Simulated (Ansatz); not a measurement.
Basis-set series for CH3NOSi, SMILES `N=C1O[SiH2]1`. Charge 0, multiplicity 1. The structure was optimised at the PBE0-D4/def2-TZVP level. It is one conformer, not always the lowest.

Z-matrix (Å, degrees):
```
Si
C 1 1.806
O 1 1.701 2 46.1
H 1 1.478 2 123.0 3 -95.7
H 1 1.478 2 123.0 3 95.8
N 2 1.246 1 169.5 3 -179.9
H 6 1.015 2 110.9 1 -0.1
```

```
functional       basis  functions  energy (Eh)  HOMO (eV)  LUMO (eV)
   PBE0-D4    def2-SVP         75   -458.80376      -7.14      -0.97
   PBE0-D4  def2-TZVPP        177   -459.11177      -7.28      -1.32
   ωB97M-V    def2-SVP         75   -459.03243      -9.32       0.99
   ωB97M-V  def2-TZVPP        177   -459.34667      -9.50       0.45
```

(1) Give the rows for def2-QZVPP. (Best estimate.)

## Answers

(1) The calculation gave: 
| functional | basis | functions | energy (Eh) | HOMO (eV) | LUMO (eV) |
| --- | --- | --- | --- | --- | --- |
| PBE0-D4 | def2-QZVPP | 331 | -459.13144 | -7.32 | -1.42 |
| ωB97M-V | def2-QZVPP | 331 | -459.36500 | -9.54 | 0.22 |

Positive LUMOs are unbound and depend on the basis.

Results of the Gaussian-basis code of Ansatz.
